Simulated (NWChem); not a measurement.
System: C₃H₅NOSi; SMILES C1=CO[SiH2]N=C1

The following NWChem deck was run.

```
start job
memory heap 200 mb stack 900 mb global 1100 mb
geometry units angstroms noautoz
  C     -0.026983    -1.685450     0.000000
  C     -1.208821    -1.021150     0.000000
  O     -1.347497     0.314885     0.000000
  Si     0.038971     1.333833     0.000000
  N      1.421113     0.297611     0.000000
  C      1.248996    -0.982295     0.000000
  H     -0.036753    -2.769959     0.000000
  H     -2.165501    -1.540011     0.000000
  H     -0.032791     2.187934    -1.210500
  H     -0.032791     2.187934     1.210500
  H      2.144360    -1.619194     0.000000
end
basis spherical
  * library def2-tzvp
end
dft
  xc xpbe96 cpbe96
  iterations 150
  semidirect filesize 400000000
  mulliken
end
task dft energy
```

The geometry was optimised at B3LYP/6-31G* (spherical d).

Question: Give the results of this calculation. (PBE/def2-TZVP.) Quantities: energy (Ha); highest occupied level (eV); orbital gap (eV); dipole (D).

Answer: 
| Property | Result |
|---|---|
| energy (Ha) | -536.48 |
| highest occupied level (eV) | -5.78 |
| orbital gap (eV) | 3.19 |
| dipole (D) | 1.85 |
